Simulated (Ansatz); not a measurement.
```yaml
crystal:
  periodic: [false, false, false]
  atoms:
    - {symbol: B, position_ang: [-0.689465, 2.211752, 0.662336]}
    - {symbol: O, position_ang: [0.077605, 1.164623, 0.300803]}
    - {symbol: Al, position_ang: [0.900837, -0.222420, -0.141762]}
    - {symbol: C, position_ang: [-0.104282, -1.920182, -0.410189]}
    - {symbol: H, position_ang: [-1.051546, 2.957166, -0.231857]}
    - {symbol: H, position_ang: [-0.873184, 2.499030, 1.774699]}
    - {symbol: H, position_ang: [-0.888266, -1.748647, -0.246441]}
    - {symbol: H, position_ang: [-1.188266, -1.798647, -0.296441]}
    - {symbol: H, position_ang: [0.295576, -2.675735, 0.159630]}
    - {symbol: H, position_ang: [0.092960, -2.255448, -1.463617]}
basis:
  gaussian: {orbitals: def2-mTZVPP}
hamiltonian: {xc: {name: CAM-B3LYP}, dispersion: d4}
```

```sh
$ ansatz run in.yaml --threads 2 --pin off --events-out ev --progress --plain --max-ram 4352MiB
```

It prints (some lines left out):

```
Functional definition: CAM-B3LYP
1105 factors; their error is unknown
322 factors; integrals over basis functions are off by at most 1.5e-5 eV
mean field evaluation 1: about -10425.4939 eV, gradient 6.9e1 eV
mean field evaluation 2: about -10414.0268 eV, gradient 1.0e2 eV
mean field evaluation 4: about -10434.2059 eV, gradient 4.0e0 eV
mean field evaluation 8: about -10434.2458 eV, gradient 4.8e-2 eV
mean field evaluation 16: about -10434.2769 eV, gradient 2.3e-5 eV
mean field -10434.27691622 eV, -383.4526040643 hartree, gradient 2.3e-5 eV, S^2 0.000000; 0 other end points of the search recorded, 0 dependent functions left out
reference -10434.27705027 eV, -383.4526089905 hartree; 19, 19 occupied and 95, 95 virtual orbitals, 1105 factors
Total energy: -10434.42184289 eV, -383.4579300211 hartree
```

In this input one atom was put on top of another. The calculation finished and met its thresholds. The result belongs to that input, not to the molecule as meant.
